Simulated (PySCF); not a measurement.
# Orbital levels and atomic charges: Na15H15

System: Na15H15.

Cartesian coordinates (Å):
```
  1 Na   -1.624   -3.092   -2.093
  2 H    -1.028   -2.623   -0.577
  3 Na    0.716   -2.985   -0.147
  4 H    -2.439   -0.223    0.300
  5 Na   -3.304   -1.164    1.298
  6 H    -2.021   -0.574   -2.794
  7 Na   -1.225   -1.006   -0.481
  8 H    -0.194    0.191    0.023
  9 Na   -1.231    1.054    0.987
 10 H    -1.836   -0.087    3.166
 11 Na   -2.755    1.876   -1.923
 12 H    -1.792    2.342   -0.586
 13 Na   -0.261    2.943   -0.681
 14 H    -0.259    2.122    1.807
 15 Na   -0.581    2.201    3.444
 16 H     0.493   -1.463   -2.413
 17 Na    3.015   -1.344   -1.767
 18 H     1.967   -1.824   -0.077
 19 Na    2.779   -0.955    1.711
 20 H    -0.084   -1.387    1.764
 21 Na   -0.074   -0.109   -4.699
 22 H     2.636    0.294   -1.723
 23 Na    1.234   -0.157   -0.225
 24 H     2.272    0.527    0.950
 25 Na   -0.362   -2.002    4.353
 26 H    -0.081    0.887   -2.224
 27 Na    2.308    1.897   -1.580
 28 H     1.346    2.633   -0.378
 29 Na    1.473    1.936    1.405
 30 H     0.912    0.090    3.159
```

Method: B3LYP/def2-SVP, gas phase, PySCF, fitting set def2-universal-JFIT up to Ne and JKFIT beyond, grid level 1.

The gap is small, so a closed-shell solution may not be the true ground state; the numbers describe that solution. The bonding changed from the starting structure during the optimisation; the coordinates given are those used. The tight-binding optimisation stopped short of its force threshold.

Question: Give the orbital energies near the gap.

Answer: 
```csv
orbital,eV
HOMO-4,-3.78
HOMO-3,-3.14
HOMO-2,-2.96
HOMO-1,-2.48
HOMO,-2.06
LUMO,-1.05
LUMO+1,-0.99
LUMO+2,-0.59
LUMO+3,-0.41
```

Question: Give the partial charges of the non-hydrogen atoms.

Answer: 
| atom | Mulliken | IAO | Hirshfeld |
| --- | --- | --- | --- |
| Na1 | 0.25 | 0.57 | 0.33 |
| Na3 | 0.38 | 0.58 | 0.28 |
| Na5 | 0.29 | 0.58 | 0.36 |
| Na7 | 0.91 | 0.60 | 0.16 |
| Na9 | 0.84 | 0.62 | 0.19 |
| Na11 | 0.38 | 0.61 | 0.36 |
| Na13 | 0.52 | 0.60 | 0.28 |
| Na15 | 0.20 | 0.59 | 0.35 |
| Na17 | 0.36 | 0.61 | 0.34 |
| Na19 | 0.35 | 0.62 | 0.33 |
| Na21 | 0.28 | 0.53 | 0.33 |
| Na23 | 0.31 | 0.61 | 0.16 |
| Na25 | 0.22 | 0.62 | 0.36 |
| Na27 | 0.58 | 0.60 | 0.30 |
| Na29 | 0.62 | 0.63 | 0.26 |
